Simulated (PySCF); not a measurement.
**Computed vibrations of [Dy(H2O)4]2+**

[Dy(H2O)4]2+ (singlet in the valence; each metal's 4f electrons, 10 of them, lie in its core potential, out of spins and levels). PySCF 2.14.0, RKS PBE0, Dy lcecp-0-SVP with ECP56, O def2-SVP, H def2-SVP; non-relativistic Hamiltonian with scalar-relativistic core potentials where named; density fitting; no spin-orbit coupling. Central differences of gradients.

```xyz
13

Dy    0.0000    0.0000    0.0000
O     1.4143    1.4324    1.4324
H     1.7772    1.2293    2.3102
H     1.7772    2.3102    1.2293
O    -1.4143   -1.4324    1.4324
H    -1.7772   -1.2293    2.3102
H    -1.7772   -2.3102    1.2293
O     1.4143   -1.4324   -1.4324
H     1.7772   -2.3102   -1.2293
H     1.7772   -1.2293   -2.3102
O    -1.4143    1.4324   -1.4324
H    -1.7772    2.3102   -1.2293
H    -1.7772    1.2293   -2.3102
```

Run from Python with OMP_NUM_THREADS=2. Where DIIS fails, smearing, a level shift and second-order steps follow.
It took 73 s on 2 threads of Arm Neoverse V2, with other jobs on the host.

What are the harmonic wavenumbers and infrared intensities?

Modes are labelled in D2d; negative numbers are unstable modes, those under 60 cm⁻¹ near the noise; a finer grid moves soft modes by up to 10 cm⁻¹.
```tsv
cm⁻¹	km/mol	symmetry
-113	–	a2
-25	–	e
-25	–	e
-24	–	b1
17	4.7	b2
33	0.0	a1
55	0.0	b1
64	2.9	e
64	2.9	e
283	0.0	a1
285	4.0	e
285	4.0	e
287	2.8	b2
465	0.0	a2
474	23.9	e
474	23.9	e
498	0.0	b1
503	0.0	a1
509	387.9	e
509	387.9	e
513	814.1	b2
1674	151.7	b2
1674	129.5	e
1674	129.5	e
1678	0.0	a1
3787	242.0	e
3787	242.0	e
3787	273.1	b2
3793	0.0	a1
3850	0.0	a2
3851	0.0	b1
3851	479.7	e
3851	479.7	e
```

Is this a minimum?

No: 3 unstable (and 1 more above −25 cm⁻¹, within the noise); the lowest moves the atoms so:
```
Dy   0.00  0.00  0.00
O    0.00 -0.01  0.01
H   -0.29  0.13  0.16
H    0.29 -0.16 -0.13
O    0.00 -0.01 -0.01
H   -0.29  0.13 -0.16
H    0.29 -0.16  0.13
O    0.00  0.01 -0.01
H    0.29  0.16  0.13
H   -0.29 -0.13 -0.16
O    0.00  0.01  0.01
H    0.29  0.16 -0.13
H   -0.29 -0.13  0.16
```

An lcecp potential fixes the number of 4f electrons, so in runs with it no electron can move into or out of that shell; real Dy(II) is rare or takes another configuration.
